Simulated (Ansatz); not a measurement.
Reaction (formal exchange of groups at a C–Ga bond): `C[CH2][Ga]([CH3])[Cl]` + `F[SiH]` → `CC[Si]F` + `[CH3][GaH][Cl]`

Program: Ansatz. Geometries: PBE0-D4/def2-TZVP. ΔE: electronic, gas phase. CCSD(T)/CBS adds triple-zeta CCSD(T) − MP2 to the extrapolated MP2 energy (def2 sets, frozen cores). This one scheme is used for every species. DFT in def2-TZVPP. For Ga outer-core shells are correlated without core-valence functions, which leaves a few kJ/mol of doubt a bond. Scalar relativity is left out up to krypton. One conformer a species, not always the lowest.

(1) Is it downhill or uphill in electronic energy at CCSD(T)/CBS, and by how much? (An estimate is asked.)

(2) What do these levels give: PBE-D4, r2SCANh-D4, r2SCAN, PBE0, MP2/def2-SVP, CCSD(T)/def2-SVP? (An estimate is asked.)

Largest T1 diagnostic among the species: 0.015.

## Answers

(1) The calculation gave: Downhill: ΔE = -0.14 eV.

(2) Computed: PBE-D4 -0.23, r2SCANh-D4 -0.26, r2SCAN -0.27, PBE0 -0.25, MP2/def2-SVP -0.19, CCSD(T)/def2-SVP -0.19 eV.

Leaving LDA and LC-ωPBE aside and taking each functional with its dispersion term where it has one, the values, not all of them listed here, spread over 0.11 eV, from B97M-V to B2PLYP. LDA lies −0.06 eV from PBE without D4. At CCSD(T), def2-SVP lies −0.05 eV from the extrapolated value and def2-TZVPP −0.00 eV.
